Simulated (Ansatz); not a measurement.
A short molecular-dynamics run on C4H10ClIn, SMILES `CCC[CH](Cl)[InH2]`.

```yaml
crystal:
  periodic: [false, false, false]
  atoms:
    - {symbol: C, position_ang: [-1.112943, -1.209393, -0.496209]}
    - {symbol: C, position_ang: [0.174269, -1.451668, 0.278157]}
    - {symbol: C, position_ang: [1.205403, -0.330354, 0.179039]}
    - {symbol: C, position_ang: [0.691152, 0.976243, 0.734587]}
    - {symbol: Cl, position_ang: [2.022137, 2.220141, 0.744931]}
    - {symbol: In, position_ang: [-0.749624, 2.104315, -0.442463]}
    - {symbol: H, position_ang: [-1.737994, -0.439631, -0.027342]}
    - {symbol: H, position_ang: [-1.728706, -2.110760, -0.532651]}
    - {symbol: H, position_ang: [-0.907584, -0.910787, -1.528711]}
    - {symbol: H, position_ang: [0.641308, -2.369407, -0.091356]}
    - {symbol: H, position_ang: [-0.062653, -1.636828, 1.331768]}
    - {symbol: H, position_ang: [1.503380, -0.197424, -0.867050]}
    - {symbol: H, position_ang: [2.109197, -0.632373, 0.722311]}
    - {symbol: H, position_ang: [0.406612, 0.870428, 1.782086]}
    - {symbol: H, position_ang: [-0.464010, 2.123990, -2.140261]}
    - {symbol: H, position_ang: [-1.989956, 2.993529, 0.353184]}
basis:
  gaussian: {orbitals: def2-SVP}
hamiltonian: {xc: {name: BLYP}, dispersion: d3bj}
md: {timestep: 0.5 fs, n_steps: 30, ensemble: nvt_nose_hoover, temperature: 500, initial_velocities: maxwell_boltzmann, seed: 484}
```

```sh
$ ansatz run in.yaml --threads 2 --pin off --events-out ev --progress --plain --max-ram 20480MiB --backend cpu
```

| step | time (fs) | potential energy (eV) | kinetic (eV) | T (K) | conserved (eV) |
| --- | --- | --- | --- | --- | --- |
| 0 | 0.0 | -21996.0824 | 0.9048 | 500 | -21995.1776 |
| 1 | 0.5 | -21996.0809 | 0.9034 | 499 | -21995.1775 |
| 2 | 1.0 | -21996.0595 | 0.8823 | 488 | -21995.1772 |
| 3 | 1.5 | -21996.0235 | 0.8467 | 468 | -21995.1767 |
| 4 | 2.0 | -21995.9797 | 0.8034 | 444 | -21995.1763 |
| 5 | 2.5 | -21995.9342 | 0.7582 | 419 | -21995.1761 |
| 6 | 3.0 | -21995.8913 | 0.7154 | 395 | -21995.1759 |
| 7 | 3.5 | -21995.8531 | 0.6772 | 374 | -21995.1759 |
| 8 | 4.0 | -21995.8205 | 0.6447 | 356 | -21995.1759 |
| 9 | 4.5 | -21995.7938 | 0.6181 | 342 | -21995.1759 |
| 10 | 5.0 | -21995.7729 | 0.5972 | 330 | -21995.1759 |
| 11 | 5.5 | -21995.7571 | 0.5813 | 321 | -21995.1760 |
| 12 | 6.0 | -21995.7447 | 0.5689 | 314 | -21995.1761 |
| 13 | 6.5 | -21995.7339 | 0.5579 | 308 | -21995.1763 |
| 14 | 7.0 | -21995.7227 | 0.5468 | 302 | -21995.1763 |
| 15 | 7.5 | -21995.7113 | 0.5357 | 296 | -21995.1762 |
| 16 | 8.0 | -21995.7028 | 0.5276 | 292 | -21995.1758 |
| 17 | 8.5 | -21995.7032 | 0.5285 | 292 | -21995.1754 |
| 18 | 9.0 | -21995.7186 | 0.5443 | 301 | -21995.1752 |
| 19 | 9.5 | -21995.7519 | 0.5775 | 319 | -21995.1755 |
| 20 | 10.0 | -21995.7992 | 0.6242 | 345 | -21995.1761 |
| 21 | 10.5 | -21995.8504 | 0.6748 | 373 | -21995.1769 |
| 22 | 11.0 | -21995.8937 | 0.7178 | 397 | -21995.1774 |
| 23 | 11.5 | -21995.9205 | 0.7447 | 411 | -21995.1776 |
| 24 | 12.0 | -21995.9277 | 0.7523 | 416 | -21995.1774 |
| 25 | 12.5 | -21995.9182 | 0.7434 | 411 | -21995.1770 |
| 26 | 13.0 | -21995.8980 | 0.7240 | 400 | -21995.1765 |
| 27 | 13.5 | -21995.8738 | 0.7003 | 387 | -21995.1762 |
| 28 | 14.0 | -21995.8506 | 0.6775 | 374 | -21995.1760 |
| 29 | 14.5 | -21995.8311 | 0.6583 | 364 | -21995.1760 |
| 30 | 15.0 | -21995.8163 | 0.6438 | 356 | -21995.1760 |

Velocities are drawn at the set temperature; a run this short doesn't reach equilibrium.

Frames (Å, forces in eV/Å):

```xyz
16
time=0.0 fs
C    -1.113   -1.209   -0.496   -0.001   -0.058    0.031
C     0.174   -1.452    0.278    0.000    0.024   -0.075
C     1.205   -0.330    0.179   -0.106   -0.024    0.044
C     0.691    0.976    0.735   -0.106   -0.268    0.007
Cl    2.022    2.220    0.745    0.651    0.680    0.013
In   -0.750    2.104   -0.442   -0.236    0.082   -0.129
H    -1.738   -0.440   -0.027   -0.296    0.360    0.184
H    -1.729   -2.111   -0.533   -0.330   -0.441   -0.032
H    -0.908   -0.911   -1.529    0.072    0.144   -0.489
H     0.641   -2.369   -0.091    0.219   -0.468   -0.161
H    -0.063   -1.637    1.332   -0.109   -0.106    0.512
H     1.503   -0.197   -0.867    0.164    0.057   -0.487
H     2.109   -0.632    0.722    0.448   -0.127    0.250
H     0.407    0.870    1.782   -0.204   -0.077    0.485
H    -0.464    2.124   -2.140    0.062    0.018   -0.308
H    -1.990    2.994    0.353   -0.228    0.203    0.155
16
time=1.5 fs
C    -1.129   -1.210   -0.507    0.566   -0.729    0.540
C     0.169   -1.460    0.283    0.236   -0.122   -0.532
C     1.206   -0.327    0.187    0.143   -0.518   -0.004
C     0.708    0.984    0.721   -0.524   -0.484    1.865
Cl    2.032    2.224    0.751    0.787    0.754   -0.130
In   -0.753    2.104   -0.443   -0.420    0.178   -0.095
H    -1.732   -0.428   -0.066   -0.681    0.583    0.491
H    -1.718   -2.131   -0.544   -0.467   -0.287    0.076
H    -0.938   -0.934   -1.531    0.351    0.272   -1.000
H     0.642   -2.396   -0.120   -0.129    0.292    0.279
H    -0.039   -1.622    1.353   -0.229   -0.231    0.209
H     1.514   -0.195   -0.851    0.260   -0.010   -0.663
H     2.103   -0.648    0.751    0.238    0.023    0.056
H     0.476    0.848    1.831   -0.174    0.193   -0.978
H    -0.476    2.113   -2.159    0.037    0.031   -0.122
H    -2.035    2.979    0.359    0.006    0.054    0.010
16
time=3.0 fs
C    -1.144   -1.213   -0.516    0.658   -0.922    0.565
C     0.165   -1.469    0.286    0.315   -0.087   -0.630
C     1.207   -0.325    0.195    0.579   -0.927   -0.366
C     0.724    0.991    0.712   -0.664   -0.627    2.881
Cl    2.043    2.229    0.757    0.890    0.805   -0.250
In   -0.756    2.103   -0.444   -0.579    0.246   -0.097
H    -1.739   -0.404   -0.096   -0.619    0.286    0.455
H    -1.717   -2.157   -0.555   -0.410    0.135    0.169
H    -0.961   -0.952   -1.554    0.433    0.192   -0.729
H     0.641   -2.417   -0.142   -0.335    0.761    0.591
H    -0.020   -1.611    1.378   -0.299   -0.301   -0.286
H     1.529   -0.194   -0.848    0.208   -0.123   -0.384
H     2.102   -0.664    0.780   -0.059    0.195   -0.208
H     0.541    0.829    1.861   -0.356    0.396   -1.671
H    -0.487    2.103   -2.181    0.011    0.046    0.081
H    -2.081    2.966    0.366    0.228   -0.076   -0.122
16
time=4.5 fs
C    -1.158   -1.217   -0.525    0.504   -0.608    0.221
C     0.161   -1.478    0.289    0.199    0.292   -0.541
C     1.209   -0.324    0.203    0.922   -1.167   -0.925
C     0.739    0.997    0.707   -0.662   -0.675    2.989
Cl    2.054    2.234    0.763    0.963    0.832   -0.340
In   -0.759    2.103   -0.445   -0.672    0.254   -0.108
H    -1.760   -0.375   -0.115   -0.234   -0.360    0.194
H    -1.725   -2.180   -0.561   -0.296    0.547    0.221
H    -0.975   -0.965   -1.592    0.354    0.004    0.094
H     0.632   -2.422   -0.152   -0.317    0.770    0.660
H    -0.007   -1.608    1.398   -0.360   -0.338   -0.663
H     1.549   -0.194   -0.854    0.065   -0.236    0.104
H     2.099   -0.675    0.806   -0.229    0.296   -0.386
H     0.599    0.819    1.856   -0.624    0.489   -1.559
H    -0.497    2.094   -2.201   -0.008    0.062    0.254
H    -2.121    2.952    0.370    0.396   -0.161   -0.216
16
time=6.0 fs
C    -1.171   -1.222   -0.533    0.420   -0.178   -0.089
C     0.157   -1.487    0.291   -0.100    1.004   -0.427
C     1.213   -0.326    0.208    0.979   -1.223   -1.403
C     0.752    1.001    0.707   -0.600   -0.607    2.150
Cl    2.066    2.239    0.768    1.004    0.833   -0.396
In   -0.762    2.103   -0.446   -0.681    0.197   -0.106
H    -1.785   -0.354   -0.131    0.146   -0.889   -0.041
H    -1.740   -2.192   -0.563   -0.225    0.727    0.227
H    -0.981   -0.979   -1.628    0.232   -0.136    0.815
H     0.618   -2.412   -0.148   -0.080    0.319    0.465
H    -0.003   -1.611    1.403   -0.422   -0.348   -0.735
H     1.571   -0.200   -0.857   -0.067   -0.299    0.456
H     2.092   -0.680    0.823   -0.184    0.278   -0.397
H     0.643    0.819    1.819   -0.896    0.440   -0.626
H    -0.508    2.086   -2.215   -0.015    0.076    0.368
H    -2.153    2.934    0.369    0.490   -0.196   -0.262
16
time=7.5 fs
C    -1.184   -1.227   -0.541    0.550    0.111   -0.140
C     0.153   -1.493    0.291   -0.503    1.871   -0.401
C     1.219   -0.329    0.212    0.705   -1.115   -1.581
C     0.764    1.005    0.712   -0.501   -0.400    0.399
Cl    2.078    2.245    0.774    1.001    0.791   -0.417
In   -0.766    2.102   -0.447   -0.612    0.091   -0.078
H    -1.808   -0.350   -0.147    0.335   -1.030   -0.123
H    -1.759   -2.189   -0.560   -0.229    0.605    0.198
H    -0.982   -0.995   -1.647    0.144   -0.167    1.073
H     0.601   -2.395   -0.135    0.290   -0.420    0.079
H    -0.007   -1.622    1.394   -0.478   -0.327   -0.470
H     1.591   -0.212   -0.851   -0.121   -0.289    0.492
H     2.082   -0.679    0.832    0.050    0.148   -0.240
H     0.668    0.829    1.769   -1.126    0.227    1.061
H    -0.519    2.080   -2.222   -0.011    0.086    0.408
H    -2.175    2.912    0.363    0.505   -0.183   -0.260
16
time=9.0 fs
C    -1.195   -1.232   -0.550    0.886    0.137    0.114
C     0.148   -1.497    0.291   -0.760    2.371   -0.609
C     1.225   -0.335    0.212    0.203   -0.904   -1.317
C     0.776    1.008    0.717   -0.427   -0.222   -1.090
Cl    2.091    2.252    0.779    0.942    0.697   -0.404
In   -0.769    2.102   -0.448   -0.476   -0.045   -0.034
H    -1.824   -0.369   -0.165    0.285   -0.723   -0.035
H    -1.784   -2.173   -0.553   -0.281    0.244    0.150
H    -0.980   -1.015   -1.644    0.118   -0.095    0.791
H     0.591   -2.386   -0.120    0.533   -0.928   -0.238
H    -0.022   -1.640    1.374   -0.510   -0.268    0.009
H     1.608   -0.231   -0.835   -0.075   -0.210    0.187
H     2.072   -0.675    0.836    0.339   -0.039   -0.005
H     0.669    0.843    1.742   -1.224    0.020    2.322
H    -0.530    2.076   -2.220    0.004    0.092    0.367
H    -2.185    2.886    0.351    0.442   -0.128   -0.211
16
time=10.5 fs
C    -1.205   -1.237   -0.558    1.297   -0.193    0.628
C     0.142   -1.496    0.290   -0.650    1.988   -1.000
C     1.232   -0.342    0.210   -0.284   -0.684   -0.608
C     0.787    1.010    0.720   -0.555   -0.303   -0.641
Cl    2.105    2.259    0.784    0.834    0.555   -0.371
In   -0.773    2.102   -0.449   -0.285   -0.196    0.013
H    -1.834   -0.402   -0.184    0.021   -0.042    0.187
H    -1.814   -2.152   -0.542   -0.291   -0.161    0.094
H    -0.976   -1.037   -1.624    0.162    0.050    0.045
H     0.591   -2.397   -0.109    0.394   -0.688   -0.229
H    -0.047   -1.663    1.355   -0.478   -0.163    0.397
H     1.624   -0.253   -0.816    0.039   -0.089   -0.323
H     2.070   -0.672    0.839    0.478   -0.187    0.147
H     0.644    0.858    1.761   -1.017    0.059    1.528
H    -0.541    2.074   -2.210    0.029    0.093    0.249
H    -2.187    2.857    0.335    0.305   -0.040   -0.115
16
time=12.0 fs
C    -1.212   -1.243   -0.565    1.532   -0.724    1.172
C     0.135   -1.491    0.287   -0.348    0.942   -1.140
C     1.239   -0.351    0.207   -0.494   -0.503    0.242
C     0.796    1.012    0.722   -0.897   -0.443    0.810
Cl    2.119    2.266    0.788    0.684    0.376   -0.323
In   -0.777    2.101   -0.450   -0.045   -0.357    0.061
H    -1.844   -0.436   -0.199   -0.272    0.694    0.408
H    -1.851   -2.134   -0.530   -0.143   -0.380    0.025
H    -0.968   -1.057   -1.604    0.214    0.190   -0.790
H     0.600   -2.421   -0.103   -0.009    0.064   -0.007
H    -0.083   -1.690    1.343   -0.327    0.015    0.381
H     1.641   -0.278   -0.803    0.112    0.029   -0.696
H     2.077   -0.673    0.846    0.340   -0.235    0.101
H     0.597    0.875    1.811   -0.511    0.166   -0.330
H    -0.552    2.073   -2.195    0.061    0.092    0.071
H    -2.182    2.827    0.316    0.106    0.074    0.017
16
time=13.5 fs
C    -1.217   -1.249   -0.570    1.369   -0.928    1.310
C     0.127   -1.485    0.283   -0.160   -0.125   -0.811
C     1.245   -0.360    0.205   -0.369   -0.325    0.761
C     0.805    1.013    0.726   -1.221   -0.443    1.639
Cl    2.134    2.274    0.793    0.501    0.172   -0.262
In   -0.780    2.101   -0.451    0.223   -0.521    0.108
H    -1.859   -0.456   -0.206   -0.254    0.975    0.408
H    -1.890   -2.123   -0.517    0.175   -0.337   -0.056
H    -0.955   -1.074   -1.600    0.125    0.222   -1.041
H     0.609   -2.445   -0.097   -0.364    0.709    0.162
H    -0.125   -1.717    1.339   -0.066    0.256    0.012
H     1.660   -0.302   -0.804    0.020    0.114   -0.599
H     2.092   -0.679    0.854    0.014   -0.205   -0.092
H     0.540    0.895    1.856    0.037    0.150   -1.575
H    -0.561    2.075   -2.179    0.096    0.090   -0.132
H    -2.175    2.799    0.298   -0.127    0.196    0.168
16
time=15.0 fs
C    -1.219   -1.257   -0.573    0.889   -0.525    0.876
C     0.118   -1.479    0.276   -0.154   -0.799   -0.273
C     1.250   -0.370    0.204   -0.118   -0.105    0.806
C     0.810    1.013    0.733   -1.371   -0.347    1.598
Cl    2.149    2.281    0.797    0.299   -0.034   -0.190
In   -0.784    2.101   -0.452    0.474   -0.663    0.143
H    -1.879   -0.456   -0.204    0.163    0.650    0.144
H    -1.925   -2.120   -0.505    0.532   -0.157   -0.129
H    -0.940   -1.086   -1.617   -0.159    0.126   -0.487
H     0.610   -2.453   -0.088   -0.507    0.930    0.170
H    -0.169   -1.738    1.336    0.214    0.486   -0.356
H     1.679   -0.324   -0.818   -0.214    0.171   -0.108
H     2.107   -0.689    0.861   -0.290   -0.164   -0.273
H     0.483    0.918    1.868    0.450    0.044   -1.911
H    -0.568    2.078   -2.165    0.126    0.089   -0.312
H    -2.170    2.776    0.283   -0.336    0.298    0.300
```

It took 91 s on 2 threads of an AMD EPYC 7R13 on a shared host, with 0.83 GiB of host memory at the peak.
